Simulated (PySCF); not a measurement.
# First hyperpolarisability: `C#CCN1C[C@H](C)C=N1`, C7H10N2

Geometry:
| atom | x (Å) | y (Å) | z (Å) |
| --- | --- | --- | --- |
| C1 | 3.418 | -0.208 | -0.771 |
| C2 | 2.596 | -0.884 | -0.224 |
| C3 | 1.519 | -1.620 | 0.425 |
| N4 | 0.238 | -0.962 | 0.321 |
| C5 | 0.076 | 0.404 | 0.832 |
| C6 | -1.098 | 0.955 | 0.004 |
| C7 | -2.388 | 1.091 | 0.812 |
| C8 | -1.214 | -0.137 | -1.038 |
| N9 | -0.453 | -1.132 | -0.824 |
| H10 | 4.167 | 0.348 | -1.252 |
| H11 | 1.415 | -2.601 | -0.046 |
| H12 | 1.756 | -1.753 | 1.488 |
| H13 | 0.997 | 0.980 | 0.678 |
| H14 | -0.146 | 0.367 | 1.902 |
| H15 | -0.861 | 1.918 | -0.459 |
| H16 | -3.207 | 1.393 | 0.163 |
| H17 | -2.271 | 1.839 | 1.593 |
| H18 | -2.646 | 0.139 | 1.273 |
| H19 | -1.907 | -0.126 | -1.856 |

Method: quadratic response B3LYP/def2-SVPD first hyperpolarisability, Taylor convention, gas phase (PySCF 2.14.0). Geometry: GFN2-xTB.

Give β for the processes computed.

In au, Taylor convention; the vector part is βᵢ = ⅓ Σⱼ (βᵢⱼⱼ + βⱼᵢⱼ + βⱼⱼᵢ); β∥ is 3/5 of the vector part along the dipole, the dipole points from − to +:
```csv
process,λ (nm),β vector norm,β∥,β HRS,depolarisation ratio
"static β(0;0,0)",∞,131.1,-47.3,70.7,2.81
"second harmonic β(−2ω;ω,ω)",1064,168.0,-58.8,88.4,2.92
"Pockels β(−ω;ω,0)",1064,141.5,-50.6,–,–
```

Which lowest excitations, dipole and polarisabilities go with it?

S1 5.03 eV (f = 0.131); S2 5.33 eV (f = 0.031); S3 5.77 eV (f = 0.006); dipole 2.11 D; isotropic α 95.0 au static, 96.0 au at 1064 nm, 99.2 au at 532 nm.
